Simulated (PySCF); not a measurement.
A structure optimised at PBE0-D3(BJ)/def2-SVP, used in a PySCF frequency run:

```
C
N 1 1.3345
C 2 1.3253 1 118.44
C 3 1.3962 2 123.75 1 -0.01
H 4 1.0918 3 120.59 2 -179.99
C 4 1.3921 5 121.48 3 179.99
C 6 1.3895 4 118.78 5 -179.99
H 6 1.0925 7 120.32 1 -180.00
H 7 1.0927 6 120.39 8 -0.04
H 3 1.0965 2 116.17 1 180.00
C 1 1.4742 2 116.57 3 -180.00
N 11 1.3009 1 124.92 2 0.74
C 12 1.3573 11 111.59 1 -180.00
C 13 1.3710 12 115.83 11 0.00
H 14 1.0886 13 128.80 12 179.99
H 13 1.0917 12 119.77 11 -179.99
S 14 1.7125 15 121.60 13 179.98
```

Problem. Write its SMILES and formula.

Solution. c1ccc(-c2nccs2)nc1, C8H6N2S

Problem. What are its rotational constants (standard atomic weights)?

Solution. 2.8451, 0.63422, 0.51862 GHz
